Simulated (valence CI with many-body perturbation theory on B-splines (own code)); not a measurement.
Questions on Ag IX

Method: configuration interaction combined with many-body perturbation theory (CI+MBPT): three valence electrons over a frozen Dirac-Fock core [Kr], a basis of 9 s, 9 p, 10 d, 8 f, 5 g, 3 h, 1 i functions for each j, with the one-electron correlation potential Σ1 (screened to all orders), the two-electron term Σ2, the three-electron term Σ3, Breit, model QED; selected single and double excitations, second order for the rest, scaled by the run's own slope (own B-spline code, finite nucleus).

No measured levels were compared; by estimate terms of the open shell hold to 2 to 4 % of their energy, and close levels can change places; different configurations can be misplaced against each other by 1,000 to 8,000 cm⁻¹. Core correlation moves these levels by up to 15000 cm⁻¹, and in measured spectra 5 to 20 % of such shifts remained as error; rates that hang on mixing are uncertain with them. The list stops below the first excitations out of the core. Only levels of the ground parity were solved; by the run's estimate the other parity begins above the list, which can be wrong where configurations are misplaced.

Names give the largest LS component (configuration and term), which can be under half, so a name can repeat, a term be missing and a line seem to break the LS rules; names also repeat where a configuration has a term twice.

Rates and lifetimes use the calculated energies. Strong lines usually hold to 10 to 20 %, long lifetimes can be off by a factor of two.

(1) What is the ground level?

(2) What is the ionisation energy?

(3) Name the longest-lived excited levels whose lifetime is computed, and their main decay.

(4) How is the term ⁴F of the ground level split?

(5) How well does LS coupling describe the low levels?

## Answers

(1) 4d³ ⁴F_3/2, composition 95 % 4d³ ⁴F + 4 % 4d³ ²D, g = 0.418.

(2) 146.41 eV; NIST lists 145.1 ± 2.2 eV (theoretical).

(3) 4d³ ⁴P_1/2 at 18796 cm⁻¹ lives 2.56 s, mostly by M1 to 4d³ ⁴F_3/2; 4d³ ⁴F_9/2 at 9877 cm⁻¹ lives 1.04 s, mostly by M1 to 4d³ ⁴F_7/2; 4d³ ⁴F_5/2 at 3108 cm⁻¹ lives 797 ms, mostly by M1 to 4d³ ⁴F_3/2.

(4) J = 3/2 at 0, J = 5/2 at 3108, J = 7/2 at 6530, J = 9/2 at 9877 cm⁻¹.

(5) Among the lowest 20 levels the leading LS term, summed over configurations, holds 86 % on average. For single configurations the figures are 85 % in LS and 70 % in jj coupling. Terms mix most in the J = 9/2 level at 22985 cm⁻¹, where the leading one holds 47 %.
